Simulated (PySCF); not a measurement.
Telling isomers of C₁₀H₁₄ apart by NMR

All values are calculated (PySCF 2.14.0 with density-fitted response routines): PBE0/pcSseg-1 with gauge-including orbitals, GFN2-xTB geometry. One conformer, relativity neglected, one averaged value for each set of equivalent atoms, in vacuum.

References, each an isolated molecule treated in the same way: ¹H (σ = 31.72 ppm), ¹³C (σ = 186.93 ppm) vs TMS. Where no couplings were computed, multiplicities follow the n + 1 count of equivalent neighbours, and m marks all less simple cases (inequivalent or close neighbours, rings, F or P nearby). Shifts are as computed. Against solution values, carbons near 30 ppm lie about +3 ppm off and those near 130 ppm about +5 ppm. Of 1211 compounds with measured shifts, 218 miss one by over three times the rms of a fit or turn the order of signals round; such compounds aren't used in these exercises.

(1) Tabulate the signals of `CC#C[C@@H]1CC12CCCC2`, `C#C/C(CC)=C(\C)CC=C` and their relative energies.

(2) What is the quickest way to tell CC#C[C@@H]1CC12CCCC2 from C#C/C(CC)=C(\C)CC=C?

Results:

(1) 
```tsv
SMILES	carbon types	δC	δH	E rel. (kcal/mol)
CC#C[C@@H]1CC12CCCC2	3×C 1×CH 5×CH2 1×CH3	87.8, 81.8, 40.9, 37.1, 31.7, 31.6, 29.4, 26.5, 19.3, 4.9	2.23 (m, 1H), 1.99 (s, 3H), 1.88 (m, 1H), 1.76 (m, 1H), 1.76 (m, 1H), 1.70 (m, 1H), 1.65 (m, 1H), 1.43 (m, 1H), 1.42 (m, 1H), 1.38 (m, 1H), 0.72 (m, 1H), 0.54 (m, 1H)	0.0
C#C/C(CC)=C(\C)CC=C	3×C 2×CH 3×CH2 2×CH3	152.6, 145.1, 124.9, 122.9, 89.6, 88.6, 43.2, 31.0, 23.9, 16.5	5.89 (m, 1H), 5.40 (m, 1H), 5.32 (m, 1H), 2.88 (d, 2H), 2.79 (s, 1H), 2.35 (q, 2H), 2.13 (s, 3H), 1.14 (t, 3H)	18.8
```

Energies are electronic energies at PBE0/pcSseg-1 on these geometries, without zero-point or thermal terms, each for the one conformer computed, which needn't be the lowest.

(2) Both give the same number of carbon signals, but DEPT or the intensities differ. The first has a three-membered-ring carbon (C) at 29.4 ppm, the second a fully substituted alkene carbon (C) at 152.6 ppm. Their most deshielded carbons lie at 87.8 and 152.6 ppm. In the proton spectra the most deshielded non-exchanging signals are 2.23 (m, 1H) and 5.89 (m, 1H).
